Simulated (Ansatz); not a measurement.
Cost and result for the atomization energy of `BO[C](=C)[GeH3]` (12 atoms, 11 bonds).

| atom | x (Å) | y (Å) | z (Å) |
| --- | --- | --- | --- |
| B1 | -1.983 | 0.029 | 0.690 |
| O2 | -0.930 | -0.809 | 0.725 |
| C3 | 0.300 | -0.550 | 0.163 |
| C4 | 1.240 | -1.479 | 0.287 |
| Ge5 | 0.655 | 1.131 | -0.789 |
| H6 | -2.982 | -0.345 | 1.225 |
| H7 | -1.898 | 1.093 | 0.141 |
| H8 | 1.040 | -2.406 | 0.814 |
| H9 | 2.223 | -1.326 | -0.135 |
| H10 | 0.492 | 2.344 | 0.138 |
| H11 | -0.272 | 1.292 | -2.003 |
| H12 | 2.114 | 1.025 | -1.257 |

Charge 0, multiplicity 1. Correlated methods include outer-core shells of Ge, which these sets cover unevenly. Scalar relativity is left out up to krypton. All single points use the PBE0-D4/def2-TZVP geometry. It is one conformer, not always the lowest. Program: Ansatz. All runs use 4 threads of an AMD EPYC 9R45 on a shared host. Times are those of one run each, without the atoms' runs, and a repeat can differ threefold. Electronic energies, without spin–orbit coupling; frozen cores. CCSD(T)/CBS adds CCSD(T) − MP2 in def2-TZVPP to the MP2 limit, and its time is that of the two runs behind it. T1 = 0.014. With those shells the extrapolation isn't a true limit. B3LYP takes the VWN-RPA correlation (the form of Gaussian; ORCA's B3LYP/G).

CCSD(T)/CBS is a level of theory with its own doubt, some kJ/mol a heavy atom from the limit and from the frozen cores, so smaller differences don't rank the functionals.

| level | functions | wall time |
| --- | --- | --- |
| PBE-D4/def2-TZVPP (with forces) | 270 | 1.4 s |
| PBE0-D4/def2-TZVPP | 270 | 1.6 s |
| r2SCAN-D4/def2-TZVPP (with forces) | 270 | 2.1 s |
| B3LYP-D4/def2-TZVPP (with forces) | 270 | 2.5 s |
| B2PLYP/def2-TZVPP | 270 | 2.9 s |
| ωB97X-V/def2-TZVPP | 270 | 4.1 s |
| ωB97M-V/def2-TZVPP (with forces) | 270 | 5.5 s |
| MP2/def2-QZVPP | 527 | 13 s |
| CCSD(T)/def2-TZVPP | 270 | 100 s |
| CCSD(T)/CBS(def2) | – | 120 s |

**Question.** What atomization energy does each give, and how far from CCSD(T)/CBS? (Estimate.)

**Answer.** Computed: 
```tsv
level	atomization (kJ/mol)	difference from CCSD(T)/CBS	per bond
PBE-D4/def2-TZVPP (with forces)	4461.6	75.0	6.8
PBE0-D4/def2-TZVPP	4389.4	2.8	0.3
r2SCAN-D4/def2-TZVPP (with forces)	4408.7	22.1	2.0
B3LYP-D4/def2-TZVPP (with forces)	4390.0	3.4	0.3
B2PLYP/def2-TZVPP	4346.9	-39.7	-3.6
ωB97X-V/def2-TZVPP	4397.7	11.1	1.0
ωB97M-V/def2-TZVPP (with forces)	4390.9	4.3	0.4
MP2/def2-QZVPP	4403.8	17.2	1.6
CCSD(T)/def2-TZVPP	4294.4	-92.2	-8.4
CCSD(T)/CBS(def2)	4386.6	0.0	0.0
```

From PBE to PBE0 (25 % exact exchange), in def2-TZVPP and without D4, the atomization energy moves by −68.4 kJ/mol: exact exchange takes away binding that semilocal exchange gives to molecules. The D4 term adds +39.8 kJ/mol with B3LYP and +20.9 kJ/mol with PBE0; it sums over pairs of atoms, weighted by their polarisabilities, and B3LYP, whose exchange is more repulsive, gets the larger term. In def2-TZVPP, CCSD(T) changes the Hartree–Fock value by +1051.9 kJ/mol (the triples alone add +65.3 kJ/mol) and MP2 by +1107.2 kJ/mol; breaking electron pairs costs correlation energy, which Hartree–Fock lacks.
